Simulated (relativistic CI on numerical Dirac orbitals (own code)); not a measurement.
Computed by Dirac-Coulomb-Breit CI, orbitals from a KLI potential per configuration, a model potential for QED, unscaled Slater integrals (own radial code, finite nucleus).

The strongest absorption lines from the ground level of an ion, among the configurations computed and to levels below about 79.5 eV (vacuum wavelength in nm, gf): 17.159 (0.04), 17.857 (0.031), 18.215 (0.057), 19.212 (0.51).

**Question.** Which ion is it?
A. Bi¹³⁺
B. Bi¹¹⁺
C. Bi⁹⁺
D. Fr¹⁵⁺

**Answer.** B. Bi¹¹⁺ has 72 electrons and the ground level 5s2.5p6.5d4 3P_0; the strongest line goes to 5s2.5p6.5d3.6p 3D°_1. The pattern of lines fixes the number of electrons, and along that sequence the line energies rise steadily with the charge (about as its square where n changes within one kind of shell, about linearly where n is kept but much faster in heavy ions where fine structure, which grows about as Z⁴, sets the gap, and irregularly where shells cross), which fixes Z. Configurations outside the model, such as inner-shell arrays, can give stronger lines. At this charge energies of transitions that change n are usually good to better than 1 %, and those within a shell (Δn = 0) to a few per cent. Terms inside the open d or f shell come out 10 to 20 % too wide with unscaled integrals. Levels and lines within the n = 5 or 6 shells can be off by up to 10 % or somewhat more, and those that change n by about 2 %, since core polarisation is missing.

LS names give the leading component of a level, which can be under half, so a name can repeat, a term be missing and a line seem to break the LS rules.
